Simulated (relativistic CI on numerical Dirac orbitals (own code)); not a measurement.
**What each ingredient does to the levels of Mn21+**

Base calculation: Dirac-Coulomb-Breit CI, orbitals from a KLI potential per configuration, a model potential for QED, unscaled Slater integrals.

Configurations in the expansion (outside the closed core 1s2): 2s², 2s2p, 2p², 2p3s, 2p3p, 2s3s, 2s3p, 2s3d, 2s4s, 2s4p, 2s4d, 2s4f, 2s5s, 2s5p, 2s5d, 3s², 2s5f, 2s5g, 3s3p, 3p². Levels of other configurations are missing.

The lowest level and the first level of each name with at least 55 % of one term (blank where a level has no safe partner in the second run):

```tsv
Level	Base (eV)	Shift (eV)
2s² ¹S0	0.00	0.00
2s2p ³P°0	41.44	-0.51
2s2p ³P°1	44.78	-0.28
2s2p ³P°2	54.30	+0.10
2s2p ¹P°1	89.52	-0.06
2p² ³P0	113.28	-0.81
2p² ³P1	120.33	-0.51
2p² ³P2	125.43	-0.14
2p² ¹D2	140.28	+0.02
2p² ¹S0	167.25	-0.40
2s3s ³S1	1013.32	+0.40
2s3s ¹S0	1021.44	+0.36
2s3p ³P°0	1033.72	+0.21
2s3p ³P°1	1033.73	+0.28
2s3p ¹P°1	1036.97	+0.39
2s3p ³P°2	1037.45	+0.39
2s3d ³D1	1047.32	+0.46
2s3d ³D2	1047.79	+0.52
2s3d ³D3	1048.58	+0.55
2s3d ¹D2	1056.32	+0.48
2p3s ³P°0	1065.76	-0.09
2p3s ³P°1	1067.76	-0.02
```

At this charge energies of transitions that change n are usually good to better than 1 %, and those within a shell (Δn = 0) to a few per cent.

Question: One thing was changed in a second run, which moved the levels as shown. Which?
A. QED terms removed
B. Breit term removed
C. valence Slater integrals scaled by 0.9
D. configuration mixing switched off

Answer: B. Breit term removed. The Breit term mainly narrows fine-structure intervals, so removing it widens them.

LS names give the leading component of a level, which can be under half, so a name can repeat, a term be missing and a line seem to break the LS rules.
